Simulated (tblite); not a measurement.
Compound: C2H6O4Si (charge -1 and doublet state).
Z-matrix (Å and degrees, GFN2-xTB geometry), rows numbered from 1:
```
C 
O   1  1.3877
C   2  1.4878  1  114.75
O   3  1.2643  2  117.30  1    -3.15
Si  3  1.8427  2  110.59  1   158.38
O   5  1.6664  3  107.29  2    34.53
O   5  1.6676  3  108.21  2   154.38
H   1  1.1005  2  110.57  3  -117.78
H   1  1.0994  2  108.48  3     2.01
H   1  1.0997  2  110.49  3   121.70
H   5  1.4877  3  132.53  2   -86.51
H   6  0.9536  5  111.49  3   -10.28
H   7  0.9539  5  112.79  3    -0.39
```

Level: GFN2-xTB in tblite, geometry and Hessian alike; calculated harmonic values, unscaled, isolated species. Errors from tens to a few hundred cm⁻¹ against measured bands are possible. Modes of hydrogen on silicon can be 10 to 20 % off. One conformer, not necessarily the lowest. Open shells enter through the occupations alone, without spin polarisation, and single modes of such species can be off by tens of per cent.

Harmonic wavenumbers (cm⁻¹): 61.1, 69.2, 105.7, 147.8, 182.3, 218.6, 271.9, 295.9, 301.8, 360.9, 400.9, 462.5, 635.3, 663.6, 730.1, 782.5, 817.6, 893.9, 937.1, 967.7, 1071.3, 1138.0, 1142.8, 1376.9, 1473.3, 1496.5, 1535.6, 1977.8, 2828.1, 2865.0, 2876.2, 3679.0, 3689.3.

A = 3838, B = 1447, C = 1106 MHz; mass 122.004 u (most abundant isotopes); point group C1, symmetry number 1; spin multiplicity 2.

Zero-point energy?

Half the sum of the wavenumbers: 18228 cm⁻¹ = 218.06 kJ/mol.

Give the ideal-gas entropy at 200 K and 1 bar in the rigid-rotor, harmonic-oscillator model (classical rotation).

Translation 160.47, rotation 113.64, vibration 78.56, spin (R ln 2) 5.76: S = 358.4 J/(mol K).

And Cp and H(200 K) − H(0)?

Cp = 117.89 J/(mol K), of which vibrations give 84.64 (their classical limit is 33 R = 274.4); H(200 K) − H(0) = 15.42 kJ/mol without the zero-point energy, 8.77 from vibrations.

How do the functions run with temperature in this model?

```csv
T (K),S (J/(mol K)),Cp (J/(mol K)),H − H(0) (kJ/mol),G − H(0) (kJ/mol),ln q(vib)
50,245.0,54.3,2.05,-10.19,0.41
100,290.7,79.8,5.42,-23.64,1.55
298.15,411.2,147.7,28.49,-94.12,6.71
373.15,446.5,167.1,40.32,-126.30,8.55
500,499.3,193.2,63.25,-186.37,11.50
750,584.6,227.2,116.18,-322.29,16.74
1000,653.1,248.6,175.84,-477.29,21.31
```

q(vib) and H(0) count from the zero-point level.

Which modes carry the vibrational entropy at 200 K?

61.1 cm⁻¹: 15.22; 69.2 cm⁻¹: 14.20; 105.7 cm⁻¹: 10.79; 147.8 cm⁻¹: 8.19; 182.3 cm⁻¹: 6.63; 218.6 cm⁻¹: 5.36 J/(mol K); the other 27 give 18.19 together.

Blend soft modes into free rotors: weight 1/[1 + (100 cm⁻¹/ν̃)⁴] for the oscillator and the rest for a rotor with moment μB/(μ + B), μ = h/(8π²ν), B = 10⁻⁴⁴ kg m². What vibrational entropy results?

74.15 J/(mol K) in place of 78.56, which changes −T·S at 200 K by +0.88 kJ/mol.

Hindered rotation and anharmonicity are outside this model. Other conformers, if any are populated, would add a mixing term that is left out. The structure is chiral; the term R ln 2 for an equal mix with its mirror image is left out.
